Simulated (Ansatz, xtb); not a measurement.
# Isomers of C5H5B in order of energy

3 gas-phase structures of C5H5B, from a drawn sample of its isomers (lower ones may exist). Each was relaxed with GFN2-xTB:

A. `BC(C#C)C#C`, a singlet
B. `BC#CCC#C`, a singlet
C. `BCC#CC#C`, a singlet

Which do you expect lowest at r2SCAN-D4/def2-SVP, and how would the others follow?

Calculated order at r2SCAN-D4/def2-SVP: C (0.000), B (0.009), A (0.786) eV. Less than 1 kcal/mol parts C and B, so the order within that pair means little. CCSD(T)/def2-SVP + ΔMP2/def2-TZVPP after further relaxation puts B lowest instead.

Energies above the lowest of each column, in eV; the last columns are at PBE-D3(BJ)/def2-SVP geometries:

```csv
structure,GFN2-xTB,HF/STO-3G,r2SCAN-D4/def2-SVP,PBE-D3(BJ)/def2-SVP,CCSD(T)/def2-SVP + ΔMP2/def2-TZVPP
C,0.144,0.157,0.000,0.000,0.175
B,0.000,0.000,0.009,0.023,0.000
A,0.576,0.745,0.786,0.785,0.622
```

CCSD(T)/def2-SVP + ΔMP2/def2-TZVPP puts B lowest; PBE-D3(BJ)/def2-SVP picks C. CCSD(T)/def2-SVP + ΔMP2/def2-TZVPP orders those it was run on as B (0.000), C (0.175), A (0.622) eV. Flexible structures stand in one conformer each, not always the lowest. ΔMP2 is the change of the MP2 energy from the smaller to the larger basis.

Programs: Ansatz 0.2.0, xtb 6.7.1.
